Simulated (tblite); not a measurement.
Compound: C4H3FNOS (doublet state).
Geometry (GFN2-xTB, Å), atoms numbered from 1 in this order:
```xyz
11
C4H3FNOS angstrom
N     -2.7918    0.7613   -1.6730
C     -2.2677    0.4467   -0.6982
C     -1.6569    0.0704    0.4939
C     -0.2937   -0.0846    0.6153
S      0.3782   -0.5473    2.1027
O      0.4634    0.1655   -0.4744
C      1.8270   -0.0541   -0.4276
F      2.0985   -1.3864   -0.5121
H     -2.2885   -0.1062    1.3505
H      2.2811    0.3071    0.5078
H      2.2558    0.4301   -1.3108
```

Computed values, GFN2-xTB/tblite, gas phase, harmonic and unscaled. Errors from tens to a few hundred cm⁻¹ against measured bands are possible. One conformer, not necessarily the lowest. Open shells enter through the occupations alone, without spin polarisation, and single modes of such species can be off by tens of per cent.

Harmonic wavenumbers (cm⁻¹): 50.9, 90.1, 106.5, 118.9, 252.9, 310.4, 386.0, 404.5, 498.3, 533.5, 581.4, 721.4, 765.8, 990.5, 1010.0, 1048.4, 1089.0, 1109.6, 1220.7, 1249.6, 1317.0, 1396.6, 1414.4, 2305.5, 2893.0, 2974.0, 3097.8.

A = 2543, B = 1186, C = 856.2 MHz; mass 131.992 u (most abundant isotopes); point group C1, symmetry number 1; spin multiplicity 2.

Q: Zero-point energy?

A: ½Σν̃ = 13968 cm⁻¹ = 167.10 kJ/mol.

Q: Give the ideal-gas entropy at 298.15 K and 1 bar in the rigid-rotor, harmonic-oscillator model (classical rotation).

A: Translation 169.75, rotation 122.22, vibration 94.92, spin (R ln 2) 5.76: S = 392.7 J/(mol K).

Q: And Cp and H(298.15 K) − H(0)?

A: Cp = 123.39 J/(mol K), of which vibrations give 90.14 (their classical limit is 27 R = 224.5); H(298.15 K) − H(0) = 24.42 kJ/mol without the zero-point energy, 14.50 from vibrations.

Q: What must be added to the electronic energy to get the Gibbs energy at 298.15 K and 1 bar?

A: ZPE + [H(298.15 K) − H(0)] − T·S = 167.10 + 24.42 − 117.07 = 74.45 kJ/mol.

Q: Which modes carry the vibrational entropy at 298.15 K?

A: 50.9 cm⁻¹: 20.01; 90.1 cm⁻¹: 15.30; 106.5 cm⁻¹: 13.94; 118.9 cm⁻¹: 13.05; 252.9 cm⁻¹: 7.16; 310.4 cm⁻¹: 5.69 J/(mol K); the other 21 give 19.78 together.

Q: Blend soft modes into free rotors: weight 1/[1 + (100 cm⁻¹/ν̃)⁴] for the oscillator and the rest for a rotor with moment μB/(μ + B), μ = h/(8π²ν), B = 10⁻⁴⁴ kg m². What vibrational entropy results?

A: 86.70 J/(mol K) in place of 94.92, which changes −T·S at 298.15 K by +2.45 kJ/mol.

Q: How do the functions run with temperature in this model?

A: 
| T (K) | S (J/(mol K)) | Cp (J/(mol K)) | H − H(0) (kJ/mol) | G − H(0) (kJ/mol) | ln q(vib) |
| --- | --- | --- | --- | --- | --- |
| 50 | 249.5 | 52.9 | 2.05 | -10.43 | 0.42 |
| 100 | 291.6 | 69.5 | 5.13 | -24.03 | 1.46 |
| 373.15 | 422.3 | 140.7 | 34.34 | -123.23 | 7.01 |
| 500 | 466.9 | 164.4 | 53.76 | -179.69 | 9.35 |
| 750 | 539.9 | 195.1 | 99.05 | -305.89 | 13.56 |
| 1000 | 598.8 | 213.5 | 150.30 | -448.47 | 17.29 |

q(vib) and H(0) count from the zero-point level.

Hindered rotation and anharmonicity are outside this model. Other conformers, if any are populated, would add a mixing term that is left out. The structure is chiral; the term R ln 2 for an equal mix with its mirror image is left out.
